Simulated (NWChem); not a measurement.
# AgCl, triplet; SMILES of the neutral closed-shell parent [Cl][Ag]

Computed with NWChem. Spin-unrestricted. This spin state was assumed; another may lie lower. def2 effective core potentials on Ag; no spin-orbit coupling. Each level has its own optimisation; frequencies are unscaled.

For level PBE0/def2-SVP:

| Quantity | Value |
|---|---|
| r Ag–Cl (Å) | 2.474 |
| highest harmonic frequency (cm⁻¹) | 179 |

Q: Estimate the same quantities for level CAM-B3LYP/def2-SVP.

A: The r Ag–Cl (Å) comes out as 2.687. The highest harmonic frequency (cm⁻¹) is 71.
